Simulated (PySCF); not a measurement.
Computed shifts of a molecule C₃H₇NSi, PBE0/pcSseg-1 in PySCF, GIAO, gas phase, atoms alike by connectivity averaged where their shifts nearly agree, in ppm (number of nuclei): ¹³C: 88.4 (1), 79.1 (1), 38.5 (1). ¹⁵N: 24.3 (1). ²⁹Si: -49.2 (1). ¹H: 4.90 (3), 4.03 (1), 3.61 (1), 2.44 (1), 0.13 (1). References: ¹³C against TMS (σ = 186.3 ppm); ¹⁵N against NH3 (σ = 267.4 ppm); ²⁹Si against TMS (σ = 352.7 ppm); ¹H against TMS (σ = 31.56 ppm), references at their B3LYP-D3(BJ)/def2-TZVP geometries, non-relativistic. Coordinates come from a PBE0-D3(BJ)/def2-SVP optimisation. One conformer was computed; it need not be the lowest.

Task: Which structure fits?
A) C=C=CN[SiH3]
B) C[Si@@H]1C=NC1
C) C#CCN[SiH3]
D) C1=C[SiH2]NC1

Result: C, C#CCN[SiH3]
